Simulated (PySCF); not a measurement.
A run for PySCF: R-HF/3-21G on SnS, a point of a bond scan (R = 3.001 Å).

```python
from pyscf import gto, scf, dft, mp
from pyscf.data.elements import chemcore

mol = gto.M(
    atom='''
    Sn   -0.00000000   -0.00000000   -0.53883850
    S     0.00000000    0.00000000    2.46181841
    ''',
    basis='3-21g',
    charge=0, spin=0, verbose=3, max_memory=1800)
mf = scf.RHF(mol)
mf.conv_tol = 1e-8
mf.max_cycle = 100
mf.kernel()
if not mf.converged:
    mf = mf.newton().run(mf.mo_coeff, mf.mo_occ)
```

Output:

```
converged SCF energy = -6391.79498826031
```

The run converged.

Cost: about 0.27 core-seconds (a rough figure).
